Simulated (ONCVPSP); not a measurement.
**Which change was made? (Ga, ONCV)**

```json
{
 "Element": "Ga (Z = 31)",
 "Generator": "ONCVPSP 4.0.1",
 "Type": "optimised norm-conserving Vanderbilt (ONCV)",
 "Functional": "PW91",
 "Relativity": "scalar-relativistic",
 "Frozen core": "[Ar]",
 "Valence charge": "13",
 "Reference configuration": "3d10 4s1 4p2",
 "Partial waves": "4s: rc 1.75 bohr, ncon 5, nbas 8, qcut 3.3 1/bohr, 3 projectors, debl 1.8 Ha; 4p: rc 2.35 bohr, ncon 4, nbas 7, qcut 3.8 1/bohr, 3 projectors, debl 0.5 Ha; 3d: rc 1.05 bohr, ncon 5, nbas 9, qcut 13.6 1/bohr, 3 projectors, debl 1.7 Ha",
 "Local potential": "polynomial inside 0.80 bohr (lpopt 5, dvloc0 2 Ha)",
 "Core correction": "polynomial model core, fcfact 0.35"
}
```

Cutoffs, loose and tight: the cutoffs (Ha) at which the residual kinetic energy of the hardest occupied pseudo-wave falls to 1 and 0.1 mHa per electron. They do not see the model core or the augmentation charge, which bear on the density cutoff. Test errors are all-electron minus pseudo excitation energies from the reference, over the configurations 3d10 4s2 4p1; 3d10 4s2 4p0; 3d10 4s1 4p0; 3d10 4s2 4p0.5; variants that change the core or the reference have their own tests.

The base gives: outcome: generated; cutoff, loose: 89 Ha; cutoff, tight: 227 Ha; bound ghosts: s; GHOST(+) flags above zero: s, p, d; largest test error (meV): -13.

After one change the result is: outcome: generated; cutoff, loose: 140 Ha; cutoff, tight: 310 Ha; bound ghosts: s; GHOST(+) flags above zero: s, p, d; largest test error (meV): -13. Which change was it?
A. d: rc 1.4
B. d: rc 0.74; local potential polynomial inside 0.74 bohr (lpopt 5, dvloc0 2 Ha)
C. d: rc 0.96
D. d: rc 0.86

C. The others give: d: rc 0.86 → outcome: generated; cutoff, loose: 348 Ha; cutoff, tight: 408 Ha; bound ghosts: s; GHOST(+) flags above zero: s, p, d; largest test error (meV): -13 | d: rc 0.74; local potential polynomial inside 0.74 bohr (lpopt 5, dvloc0 2 Ha) → outcome: generated; cutoff, loose: 514 Ha; cutoff, tight: 573 Ha; bound ghosts: s, d; GHOST(+) flags above zero: s, p, d; largest test error (meV): -14 | d: rc 1.4 → outcome: generated; cutoff, loose: 68 Ha; cutoff, tight: 77 Ha; bound ghosts: s; GHOST(+) flags above zero: s, p; largest test error (meV): -12.
